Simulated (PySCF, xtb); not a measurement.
In(F)2(SMe) (CH₃F₂InS), SMILES C[S][In]([F])[F]. Other conformers were not sampled.

Harmonic wavenumbers (cm⁻¹) from GFN2-xTB (xtb) at its own minimum, in rising order: 32, 62, 69, 95, 105, 162, 277, 330, 339, 708, 927, 944, 1309, 1415, 1419, 3009, 3020, 3039.

Question: What does PBE-D3(BJ)/def2-SVP run with PySCF give at its own minimum? (An estimate is asked for; the answer gives what the named calculation found.)

Answer: 54, 80, 103, 133, 153, 193, 355, 567, 602, 669, 936, 959, 1291, 1405, 1412, 2987, 3104, 3105. Paired by order, the mean absolute difference is 58 cm⁻¹ and the zero-point energies are 24.7 and 25.9 kcal/mol.
